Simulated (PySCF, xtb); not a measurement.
(E)-2-chloro-1-fluoroprop-1-ene (C3H4ClF), SMILES C/C(Cl)=C\F.

GFN2-xTB run with xtb at its own geometry gives an orbital gap of 4.66 eV and a dipole moment of 0.85 D.

Geometry optimised at PBE0-D3(BJ)/def2-SVP.

Q: What does CAM-B3LYP/def2-TZVP (PySCF) give? (An estimate is asked for; the answer gives what the named calculation found.)

A: gap 9.64 eV (levels -8.44 and 1.20 eV), dipole 0.48 D.
